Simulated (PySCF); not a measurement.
Vertical excitations of a molecule C3H4FNSi from TDA-PBE/def2-SVPD in PySCF, as energy in eV (oscillator strength): 3.05 (0.001), 4.71 (0.032), 4.93 (0.033), 5.91 (0.006), 5.98 (0.007), 6.35 (0.020), 6.46 (0.016), 6.60 (0.017), 6.76 (0.001), 6.98 (0.010). Lowest triplet (TDA): 2.60 eV. Coordinates come from a ωB97X-D3(BJ)/def2-SVP optimisation. Other conformers were not sampled.

Pick the molecule that these values belong to.
(A) N#C/C([SiH3])=C/F
(B) F[Si@H]1C=CC=N1
(C) FC1=CC=N[SiH2]1
(D) FC1=CN=C[SiH2]1

B, F[Si@H]1C=CC=N1
